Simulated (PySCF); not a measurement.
ClHMgS. Atoms are numbered in the order given.

```xyz
4

Mg    -0.0149     0.0382     0.0000
Cl     0.0067     2.2290     0.0000
S     -0.0758    -2.2515     0.0000
H      1.2783    -2.3278     0.0000
```
Charge 0, spin multiplicity 1.

The structure is a stationary point at PBE-D3(BJ)/def2-TZVP. Other conformers were not sampled.

These are KT2/pcSseg-2 (PySCF) values and carry that method's errors.

GIAO shieldings, no solvent; atoms alike by connectivity are averaged. δ = σ(ref) − σ: ³⁵Cl against HCl (σ = 945.0 ppm); ³³S against H2S (σ = 720.7 ppm); ¹H against TMS (σ = 31.47 ppm), references at their B3LYP-D3(BJ)/def2-TZVP geometries, non-relativistic (without spin–orbit terms, shifts of atoms bonded to Cl or Br come out too high).

| atoms | nucleus | count | δ (ppm) |
|---|---|---|---|
| Cl2 | ³⁵Cl | 1 | (withheld) |
| S3 | ³³S | 1 | -106.5 |
| H4 | ¹H | 1 | -0.78 |

### Question
Some entries are withheld; supply them. (Estimate from the structure and the level; the computed values follow.)

### Answer

- Cl2, δ (ppm): -77.7
